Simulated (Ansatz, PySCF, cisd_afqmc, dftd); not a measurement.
System: LiCl, charge 0, singlet. LiCl (SMILES [Li][Cl]).
B3LYP-D3(BJ)/def2-TZVP minimum from Ansatz (an electronic-structure program):
```
Li
Cl 1 2.0172
```

Property: enthalpy of formation at 298 K (by atomisation, with ideal-gas terms from PySCF's Hessian at B3LYP-D3(BJ)/def2-TZVP and the atoms' measured values of the G2/97 table; no spin-orbit terms), in kcal/mol. Open shells are spin-unrestricted; no spin-orbit coupling. Cores are frozen in correlated methods. No relativity. AFQMC is phaseless with a CISD trial state; ± is one standard error, without the phaseless bias. Outlying blocks are dropped, and bars are widened where a walk drifts. Over all cases where full CI ran beside it in this data, AFQMC minus full CI had a median of +0.1 mEh and passed +0.4 mEh in a tenth of the cases. CBS(X,Y): correlation extrapolated as X^-3, Hartree-Fock from the larger set. A bracket is a step between two methods taken in the basis named. Double hybrids freeze cores in their MP2 part. Full CI freezes restricted core orbitals, also for open shells; the composite that ends in it estimates full CI at the basis-set limit. For partners of very few electrons the exact lower level stands in for a higher one.

| level | program | enthalpy of formation at 298 K (kcal/mol) | difference against the last row |
|---|---|---|---|
| PBE-D3(BJ)/def2-TZVPD | Ansatz + dftd3 | -42.5 | 4.0 |
| B3LYP/def2-TZVPD | Ansatz | -41.7 | 4.8 |
| PBE0-D3(BJ)/def2-TZVPD | Ansatz + dftd3 | -41.4 | 5.1 |
| PBE0/def2-TZVPD | Ansatz | -41.0 | 5.5 |
| r2SCANh/def2-TZVPD | Ansatz | -43.1 | 3.4 |
| CAM-B3LYP/def2-TZVPD | Ansatz | -42.7 | 3.8 |
| wB97M-V/def2-TZVPD | Ansatz | -46.6 | -0.1 |
| B2GP-PLYP-D3(BJ)/def2-TZVPD | Ansatz + dftd3 | -42.8 | 3.7 |
| MP2/CBS(def2-TZVPP,def2-QZVPP) | Ansatz | -48.6 | -2.1 |
| CCSD/def2-QZVPP | Ansatz | -41.9 | 4.6 |
| CCSD(T)/def2-SVP | Ansatz | -31.1 | 15.4 |
| CCSDT(Q)/def2-SVP | Ansatz | -31.1 | 15.4 |
| CCSDTQ/def2-SVP | Ansatz | -31.1 | 15.4 |
| CCSDTQ/def2-TZVPP | Ansatz | -39.3 | 7.2 |
| AFQMC/CISD/def2-TZVPP | cisd_afqmc | -39.5 ± 0.4 | 7.0 |
| FCI/def2-SVP | Ansatz | -31.1 | 15.4 |
| CCSD(T)/CBS(def2-TZVPP,def2-QZVPP) + [CCSDT(Q) - CCSD(T)]/def2-SVP | Ansatz | -46.6 | -0.1 |
| CCSD(T)/CBS(def2-TZVPP,def2-QZVPP) + [CCSDT(Q) - CCSD(T)]/def2-QZVPP + [FCI - CCSDT(Q)]/def2-SVP | Ansatz | -46.5 | 0.0 |
